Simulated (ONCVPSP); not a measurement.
## V (Z = 23): one change to an ONCV potential, before and after

| Item | Value |
| --- | --- |
| Element | vanadium |
| Generator | ONCVPSP 4.0.1 |
| Type | optimised norm-conserving Vanderbilt (ONCV) |
| Functional | PW91 |
| Relativity | fully relativistic |
| Frozen core | [Ar] |
| Valence charge | 5 |
| Reference configuration | 3d3 4s2 |
| Partial waves | 4s: rc 2.70 bohr, ncon 5, nbas 9, qcut 2.3 1/bohr, 3 projectors, debl 2.5 Ha; p scattering state at 0.19 Ha: rc 2.35 bohr, ncon 4, nbas 7, qcut 3.8 1/bohr, 2 projectors, debl 0.8 Ha; 3d: rc 1.30 bohr, ncon 3, nbas 8, qcut 9.6 1/bohr, 2 projectors, debl 2.5 Ha |
| Local potential | polynomial inside 1.30 bohr (lpopt 4, dvloc0 3 Ha) |
| Core correction | Teter function, fcfact 4, rcfact 1.2 |

Open shells are filled in proportion to 2j + 1.

All-electron outer shells of the reference configuration (PW91, scalar-relativistic, ld1.x):

| shell | level (eV) | outermost node (bohr) | outermost maximum (bohr) |
| --- | --- | --- | --- |
| 3p | -44.08 | 0.35 | 0.84 |
| 3d | -5.23 | – | 0.90 |
| 4s | -4.75 | 1.17 | 2.76 |

Change: s: qcut 1.8.

Cutoffs: the cutoffs (Ha) at which the residual kinetic energy of the hardest occupied pseudo-wave falls to 1 and 0.1 mHa per electron; they do not see the model core or the augmentation charge, which bear on the density cutoff. Errors are all-electron minus pseudo energies relative to the spin-unpolarised reference configuration.

Task: Predict the effect on cutoff, ghosts and configuration errors.

Result: The potential gets neither clearly harder nor softer (40 Ha and 47 Ha → 40 Ha and 47 Ha); both files keep a bound ghost (p); of the 4 tests that both files solve, the error grows in 2 and shrinks in 0 by more than 15 % and 0.3 meV (median size 6.5 → 27.0 meV).

```csv
quantity,base,changed
"cutoff, loose",40 Ha,40 Ha
"cutoff, tight",47 Ha,47 Ha
loose cutoff by channel,"s 3.1 Ha, d 40 Ha","s 9.4 Ha, d 40 Ha"
bound ghosts,"p3/2, p1/2","p3/2, p1/2"
GHOST(+) flags under 300 eV,s at 165.5 eV,s at 159.5 eV
"error for 3d3 4s1, meV [ΔE 7.79 eV]",+0.7,+1.4
"error for 3d3 4s0, meV [ΔE 22.11 eV]",+56,+59
"error for 3d2 4s0, meV [ΔE 51.11 eV]",0.0,-41
"error for 3d3 4s0 4p1, meV [ΔE 11.90 eV]",+12,+13
s: phases at 2.74 bohr within 0.05 rad from the reference energy up to (Ha; the scan ends near 5),to the end of the scan,to the end of the scan
p3/2: phases at 2.38 bohr within 0.05 rad from the reference energy up to (Ha; the scan ends near 5),3.3,3.3
p1/2: phases at 2.38 bohr within 0.05 rad from the reference energy up to (Ha; the scan ends near 5),3.2,3.2
d5/2: phases at 1.32 bohr within 0.05 rad from the reference energy up to (Ha; the scan ends near 5),to the end of the scan,to the end of the scan
d3/2: phases at 1.32 bohr within 0.05 rad from the reference energy up to (Ha; the scan ends near 5),to the end of the scan,to the end of the scan
"rms error of d²Exc/dni dnj with the model core, mHa",14.20,14.31
```

Base: These tests converged, but a pseudo level misses the all-electron one widely, so the file describes the atom poorly there or has found another state: 3d3 4s0 4p1: empty 4s by 6.2 eV. Changed file: These tests converged, but a pseudo level misses the all-electron one widely, so the file describes the atom poorly there or has found another state: 3d3 4s0 4p1: empty 4s by 6.2 eV. A true bound ghost makes a file unfit for plane-wave use even where its test errors are small: the radial tests pick states by their node count and pass the ghost by.
